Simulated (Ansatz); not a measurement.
Level of theory: frozen-core CCSD(T)/cc-pVTZ // B3LYP-D3(BJ)/def2-TZVP run with Ansatz (a quantum-chemistry and plane-wave program).

Ansatz 0.2 input:
```yaml
crystal:
  periodic: [false, false, false]
  atoms:
    - { symbol: C, position_ang: [-0.349539, 1.28215, 0.144243] }
    - { symbol: N, position_ang: [0.920357, 1.161147, 0.307787] }
    - { symbol: Si, position_ang: [1.21844, -0.597287, 0.083997] }
    - { symbol: Si, position_ang: [-1.099478, -0.450404, -0.225732] }
    - { symbol: H, position_ang: [-0.814554, 2.271873, 0.227627] }
    - { symbol: H, position_ang: [1.784984, -1.230089, 1.298537] }
    - { symbol: H, position_ang: [2.122447, -0.873027, -1.057606] }
    - { symbol: H, position_ang: [-2.059791, -0.960428, 0.786757] }
    - { symbol: H, position_ang: [-1.722867, -0.603934, -1.56561] }
basis:
  gaussian: { orbitals: cc-pVTZ }
correlation:
  method: ccsd_t
```

Output:

```
Functional definition: HF
1141 factors; integrals over basis functions are off by at most 1.2e-3 eV
mean field evaluation 1: about -18312.8424 eV, gradient 3.2e1 eV
mean field evaluation 2: about -18313.1639 eV, gradient 3.2e1 eV
mean field evaluation 4: about -18316.1921 eV, gradient 4.6e0 eV
mean field evaluation 8: about -18316.2831 eV, gradient 3.4e-1 eV
mean field evaluation 16: about -18316.2844 eV, gradient 1.7e-6 eV
mean field -18316.28438077 eV, -673.1110357698 hartree, gradient 1.7e-6 eV, S^2 0.000000; 0 other end points of the search recorded, 0 dependent functions left out
12 core orbitals not correlated
reference -18316.28438077 eV, -673.1110357698 hartree; 11, 11 occupied and 175, 175 virtual orbitals, 1141 factors
second order -16.10474972 eV of doubles, -0.00000000 eV of singles
cycle   1  -16.59851653 eV  change   -4.9e-1 eV  update   1.0e-1
cycle   2  -17.15041569 eV  change   -5.5e-1 eV  update   3.3e-2
cycle   3  -17.25611588 eV  change   -1.1e-1 eV  update   1.6e-2
cycle   4  -17.24769435 eV  change    8.4e-3 eV  update   4.5e-3
cycle   5  -17.24840528 eV  change   -7.1e-4 eV  update   2.1e-3
cycle   6  -17.24869631 eV  change   -2.9e-4 eV  update   5.6e-4
cycle   7  -17.24848795 eV  change    2.1e-4 eV  update   2.1e-4
cycle   8  -17.24851329 eV  change   -2.5e-5 eV  update   8.4e-5
cycle   9  -17.24852841 eV  change   -1.5e-5 eV  update   3.5e-5
cycle  10  -17.24850929 eV  change    1.9e-5 eV  update   1.5e-5
perturbative correction -0.81754332 eV, -0.0300441628 hartree
Total energy: -18334.35043337 eV, -673.7749509574 hartree
```

Cost: roughly 40 core-seconds.
